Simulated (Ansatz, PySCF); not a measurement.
Species: SiS (charge +1, doublet). 
Coordinates optimised at B3LYP-D3(BJ)/def2-TZVP (Ansatz, a program for electronic structure):
```
Si
S 1 2.0827
```
Charge +1, spin multiplicity 2.

Total electronic energies in hartree. Cores are frozen in the correlated levels unless marked. Open shells are spin-unrestricted. No spin-orbit coupling. No relativistic terms. CBS marks a two-point X^-3 extrapolation of the correlation energy; Hartree-Fock from the larger set (for Q and 5 zeta extrapolated as (X+1)exp(-9√X)).

```csv
level,program,energy (Eh)
HF/def2-TZVPP,Ansatz,-686.16508
M06-L-D4/def2-TZVPD,PySCF + dftd4,(withheld)
HSE06/def2-TZVPD,Ansatz,(withheld)
CAM-B3LYP-D4/def2-TZVPD,Ansatz + dftd4,-687.35116
MP2/6-31G*,Ansatz,-686.26083
"RI-MP2/CBS(aug-cc-pV(T+d)Z,aug-cc-pV(Q+d)Z)",Ansatz,-686.4215
CCSD/STO-3G,Ansatz,-678.62439
CCSD/cc-pV(Q+d)Z,Ansatz,-686.43843
"CCSD(T)/CBS(cc-pV(Q+d)Z,cc-pV(5+d)Z)",Ansatz,-686.4649
```

**Question.** Some entries are withheld; supply them.

**Answer.** 
- M06-L-D4/def2-TZVPD, energy (Eh): -687.32238
- HSE06/def2-TZVPD, energy (Eh): -687.05913
